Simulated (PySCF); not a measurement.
## methyl isobutyrate (SMILES COC(=O)C(C)C)

Cartesian coordinates in Å; atom numbers follow the order of the lines, from 1:
```xyz
17

C     2.756   -0.509    0.121
O     1.408   -0.388    0.538
C     0.591    0.262   -0.303
O     0.964    0.734   -1.345
C    -0.830    0.281    0.218
C    -1.652    1.339   -0.498
C    -1.434   -1.120    0.082
H     2.830   -1.109   -0.799
H     3.195    0.479   -0.079
H     3.290   -1.006    0.939
H    -0.761    0.515    1.293
H    -2.691    1.331   -0.138
H    -1.655    1.155   -1.583
H    -1.239    2.346   -0.339
H    -1.500   -1.413   -0.978
H    -0.827   -1.868    0.611
H    -2.451   -1.140    0.502
```

Computed, not measured: quadratic response CAM-B3LYP/aug-cc-pVDZ first hyperpolarisability, Taylor convention, gas phase in PySCF. Geometry: PBE0-D3(BJ)/def2-SVP.

Give the tensor of the second harmonic β(−2ω;ω,ω) at 1064 nm in the axes of these coordinates.

In au, Taylor convention; rows are the first index (the induced dipole):
|  | xx | yy | zz | xy | xz | yz |
| --- | --- | --- | --- | --- | --- | --- |
| x | +11.3 | -2.1 | +18.1 | -7.3 | +10.5 | -7.4 |
| y | -7.5 | -2.4 | +20.0 | -2.4 | -7.5 | +5.6 |
| z | +10.6 | +5.5 | +11.8 | -7.6 | +18.1 | +19.9 |

Norm of βᵢ = ⅓ Σⱼ (βᵢⱼⱼ + βⱼᵢⱼ + βⱼⱼᵢ): 40.2 au, hyper-Rayleigh value 21.1 au.
